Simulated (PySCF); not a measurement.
In(H)(Me)(OH), CH5InO, SMILES [CH3][InH][OH] (PBE0/def2-SVP optimised geometry):

```
8

In    -0.438    -0.351     0.000
H     -1.644    -1.591     0.004
C      1.709    -0.351     0.000
H      2.090    -0.807     0.926
H      2.063     0.687    -0.065
H      2.099    -0.925    -0.853
O     -1.137     1.535     0.000
H     -2.099     1.591    -0.001
```

Computed with PBE0/def2-TZVP, def2 effective core potentials past Kr (PySCF 2.14.0).

Task: What are the frontier orbital energies and the dipole moment?

Result: HOMO-2 -8.19 eV, HOMO-1 -8.01 eV, HOMO -7.89 eV, LUMO -1.11 eV, LUMO+1 -0.29 eV; dipole moment 1.83 D.
